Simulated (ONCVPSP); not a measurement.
# Which change was made? (Os, ONCV)

- Element: Os
- Generator: ONCVPSP 4.0.1
- Type: optimised norm-conserving Vanderbilt (ONCV)
- Functional: PBE
- Relativity: scalar-relativistic
- Frozen core: [Kr] 4d10 4f14
- Valence charge: 16
- Reference configuration: 5s2 5p6 5d6 6s2
- Partial waves: 5s+6s: rc 1.75 bohr, ncon 4, nbas 7, qcut 5.6 1/bohr, 2 projectors; 5p: rc 2.00 bohr, ncon 5, nbas 8, qcut 8 1/bohr, 2 projectors, debl 2.6 Ha; 5d: rc 1.55 bohr, ncon 4, nbas 8, qcut 6.9 1/bohr, 1 projector
- Local potential: polynomial inside 1.00 bohr (lpopt 1, dvloc0 0 Ha)
- Core correction: Teter function fitted to the true core (icmod 2), fcfact 0.5

Cutoffs, loose and tight: the cutoffs (Ha) at which the residual kinetic energy of the hardest occupied pseudo-wave falls to 1 and 0.1 mHa per electron. They do not see the model core or the augmentation charge, which bear on the density cutoff. Test errors are all-electron minus pseudo excitation energies from the reference, over the configurations 5s2 5p6 5d6 6s1; 5s2 5p6 5d6 6s0; 5s2 5p6 5d5 6s0; 5s2 5p6 5d6 6s1.5; variants that change the core or the reference have their own tests.

The base gives: outcome: generated; cutoff, loose: 17 Ha; cutoff, tight: 29 Ha; bound ghosts: none; GHOST(+) flags above zero: s; largest test error (meV): -18.

Q: After one change the result is: outcome: generated; cutoff, loose: 27 Ha; cutoff, tight: 51 Ha; bound ghosts: none; GHOST(+) flags above zero: s, p; largest test error (meV): -15. Which change was it?
A. all radii but the core radius scaled by about 1.21 (s 2.12, p 2.42, d 1.88 bohr); local potential polynomial inside 1.22 bohr (lpopt 1, dvloc0 0 Ha)
B. all radii but the core radius scaled by about 0.89 (s 1.56, p 1.78, d 1.38 bohr); local potential polynomial inside 0.90 bohr (lpopt 1, dvloc0 0 Ha)
C. all radii but the core radius scaled by about 0.77 (s 1.36, p 1.54, d 1.20 bohr); local potential polynomial inside 0.78 bohr (lpopt 1, dvloc0 0 Ha)

A: B. The others give: all radii but the core radius scaled by about 0.77 (s 1.36, p 1.54, d 1.20 bohr); local potential polynomial inside 0.78 bohr (lpopt 1, dvloc0 0 Ha) → outcome: generated; cutoff, loose: 61 Ha; cutoff, tight: 73 Ha; bound ghosts: s; GHOST(+) flags above zero: p; largest test error (meV): -9.9 | all radii but the core radius scaled by about 1.21 (s 2.12, p 2.42, d 1.88 bohr); local potential polynomial inside 1.22 bohr (lpopt 1, dvloc0 0 Ha) → outcome: generated, projector energies reset by the program; cutoff, loose: 17 Ha; cutoff, tight: 20 Ha; bound ghosts: none; GHOST(+) flags above zero: none; largest test error (meV): -21.
